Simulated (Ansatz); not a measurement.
`C[CH2][In]([F])[F]` + HCl → `[F][In]([F])[Cl]` + `CC` at 298.15 K and 1 bar (ligand exchange at the In–C bond).

Calculated with Ansatz (gas phase, PBE0-D4/def2-TZVP geometries, no zero-point term in ΔE). CCSD(T)/CBS is the MP2 limit (def2-TZVPP, def2-QZVPP) plus CCSD(T) − MP2 in def2-TZVPP, frozen cores. This one scheme is used for every species. def2 core potentials past Kr. For In outer-core shells are correlated without core-valence functions, which leaves a few kJ/mol of doubt a bond. Each species was taken in one conformer, which may not be the lowest.

```csv
species,CCSD(T)/CBS energy (Eh),H − E (kJ/mol),S (J/(mol·K))
`C[CH2][In]([F])[F]`,-468.57870,202.0,385.2
HCl,-460.38127,26.6,186.8
`[F][In]([F])[Cl]`,-849.27843,28.9,328.9
`CC`,-79.71954,207.7,227.7
```

H − E and S are ideal-gas, rigid-rotor, harmonic terms from PBE0-D4/def2-TZVP, for one conformer and one mirror image of each species. 1 Eh = 2625.50 kJ/mol, R = 8.31446 J/(mol·K).

Task: By hand: ΔE, ΔH, ΔS and ΔG.

Result: ΔE = (-849.27843) + (-79.71954) − (-468.57870) − (-460.38127) = -0.03800 Eh = -99.8 kJ/mol. Δ(H − E) = 28.9 + 207.7 − 202.0 − 26.6 = 8.0, so ΔH = -91.8 kJ/mol. ΔS = 328.9 + 227.7 − 385.2 − 186.8 = -15.4 J/(mol·K). ΔG = -91.8 − 298.15 × (-15.4)/1000 = -87.2 kJ/mol.

Task: By hand: the equilibrium constant, and the temperature at which ΔG would vanish if ΔH and ΔS stayed fixed.

Result: log₁₀ K = −ΔG/(RT ln 10) = 15.3. ΔG = 0 at ΔH/ΔS = 5961 K, far beyond where these terms or the molecules hold.

ΔH outweighs TΔS. A doubt of 5 kJ/mol in ΔE shifts log₁₀ K by 0.9 here. Other conformers and mirror images would add mixing entropy, several J/(mol·K) or more a flexible species. Modes under 60 cm⁻¹, often nearly free rotors, make the harmonic entropy too high. These are equilibria of isolated gas molecules and say nothing of rates. Largest T1 diagnostic: 0.016 (customary marks: 0.02 for closed shells, 0.045 for open ones).
